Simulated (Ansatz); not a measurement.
C3H6BNO can be A, `NB(O)C1C=C1`, or B, `CB(C)N=C=O`.

Computed with Ansatz on PBE0-D4/def2-TZVP structures; ΔE is electronic, products minus reactants. CCSD(T)/CBS adds triple-zeta CCSD(T) − MP2 to the extrapolated MP2 energy (def2 sets, frozen cores). Functionals use def2-TZVPP. B3LYP here is the variant with VWN-RPA as its local correlation; programs differ in this. One conformer a species, not always the lowest.

Problem. Which isomer does CCSD(T)/CBS put lower? Give the gap. (An estimate is asked.)

Solution. Ansatz gave: B, by 118.7 kJ/mol.

Problem. Give E(B) − E(A) in kJ/mol with PBE0-D4, B2PLYP, ωB97M-V, LDA (SPW92), HF/def2-TZVPP, MP2/def2-TZVPP, B3LYP-D4. (Estimate.)

Solution. Ansatz gave: PBE0-D4 -139.4, B2PLYP -150.1, ωB97M-V -129.9, LDA (SPW92) -127.4, HF/def2-TZVPP -158.5, MP2/def2-TZVPP -131.4, B3LYP-D4 -153.0. None reverses the order clearly.

Problem. Does the order hold for the free energy at 298.15 K (harmonic terms from PBE0-D4)? (Estimate.)

Solution. Computed: Yes: G(B) − G(A) = -132.0 kJ/mol, for one conformer each. Modes under 60 cm⁻¹, often nearly free rotors, make the harmonic entropy too high.

Largest T1 diagnostic: 0.014.

In def2-TZVPP, CCSD(T) changes the Hartree–Fock value by +28.8 kJ/mol (the triples alone add −3.0 kJ/mol) and MP2 by +27.0 kJ/mol. Leaving LDA and LC-ωPBE aside and taking each functional with its dispersion term where it has one, the values, not all of them listed here, spread over 34.2 kJ/mol, from BLYP-D4 to ωB97M-V. LDA lies +25.0 kJ/mol from PBE without D4.
